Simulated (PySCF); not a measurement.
**Zr: electron affinity**

Zr⁻ [Kr] 4d3 5s2 [4d3/2^3, M_J = 3/2] → Zr [Kr] 4d2 5s2 [4d3/2^2, M_J = 2], as a difference of total energies. Calculation: PySCF 2.14, in x2c-TZVPall-2c with one added diffuse shell each of s, p, d type (9s10p8d1f, 86 functions); the two-component X2C-1e Hamiltonian. Correlated levels: [Ar] 3d10 frozen; the 6 highest virtual spinors dropped. "Screened" scales the spin-orbit matrix elements by Boettger's factors to mimic the two-electron term; Breit and QED terms are absent.

```csv
method,electron affinity (eV)
GHF (screened spin-orbit),-0.242
GMP2 (screened spin-orbit),-0.177
```

Errors of the correlated levels include the incompleteness of this basis and the frozen core.

The labels give the starting determinants; with spin-orbit coupling the two ends relaxed to ⟨J²⟩ = 6.96, ⟨L²⟩ = 12.02, ⟨S²⟩ = 4.08 and ⟨J²⟩ = 7.71, ⟨L²⟩ = 12.08, ⟨S²⟩ = 2.05.

A negative affinity means that the anion lies above the atom at that level of theory.

The determinant of Zr⁻ and of Zr mixes levels of different J (the jj label is only the starting occupation), so the difference between spin-free and spin-orbit rows is not the physical spin-orbit shift.

For comparison: 0.433 eV (measured; photodetachment measurements, as compiled on the Wikipedia data page of electron affinities).
